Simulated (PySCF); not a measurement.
Relaxation of singlet H2SeO2

Level of theory: PBE0 in PySCF with Se def2-TZVP, O def2-TZVP, H def2-TZVP; no relativity; density-fitted integrals. A (50,194) grid was used.

A hand-made square planar (ligand arrangement 2) start, of D2h symmetry, held to at least that symmetry:

Coordinates in bohr (charge 0 multiplicity 1):
```
Se    0.0000    0.0000    0.0000
O     0.0000    3.0992    0.0000
O     0.0000   -3.0992    0.0000
H     2.7968    0.0000    0.0000
H    -2.7968    0.0000    0.0000
```

Optimiser trace:
| step | E − E(last) (kJ/mol) | largest gradient (Eh/bohr) |
| --- | --- | --- |
| 0 | 2.37 | 0.01329 |
| 1 | 0.26 | 0.00411 |
| 2 | 0.01 | 0.00091 |
| 3 | 0.00 | 0.00016 |

It ends at D2h with Se–H 1.517 Å (×2), Se–O 1.641 Å (×2); H–Se–H 180.0°, H–Se–O 90.0° (×4), O–Se–O 180.0° (after a last refinement on a finer grid). A frequency run shows 1 imaginary mode, down to 508i cm⁻¹, so it is a saddle point. Other isomers or separated fragments may lie lower.

Final geometry:
Coordinates in bohr (charge 0 multiplicity 1):
```
Se    0.0000    0.0000    0.0000
O     0.0000    3.1019    0.0000
O     0.0000   -3.1019    0.0000
H     2.8662    0.0000    0.0000
H    -2.8662    0.0000    0.0000
```
